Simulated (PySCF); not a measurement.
**How methods differ on the excitation energy of Be⁺**

Be⁺ [He] 2s1 (2S) → Be⁺ [He] 2p1 (2P), as a difference of total energies. Calculation: PySCF 2.14, in aug-cc-pCVDZ; the non-relativistic Hamiltonian (point nucleus). Correlated levels: valence and next inner shell: nothing frozen. The calculations carry no spin-orbit coupling.

```json
{"method": "UHF", "excitation energy (eV)": "4.015"}
{"method": "LDA", "excitation energy (eV)": "3.548"}
{"method": "PBE", "excitation energy (eV)": "3.497"}
{"method": "PBE0", "excitation energy (eV)": "3.633"}
{"method": "r2SCAN", "excitation energy (eV)": "3.566"}
{"method": "MN15", "excitation energy (eV)": "3.584"}
{"method": "r2SCANh", "excitation energy (eV)": "3.614"}
{"method": "CAM-B3LYP", "excitation energy (eV)": "3.705"}
{"method": "MP2 (valence and next inner shell)", "excitation energy (eV)": "4.018"}
{"method": "SCS-MP2 (valence and next inner shell)", "excitation energy (eV)": "4.023"}
```

Errors of the correlated levels include the incompleteness of this basis.

For comparison: 3.959 eV (measured; NIST levels, between the centres of gravity of the two terms).
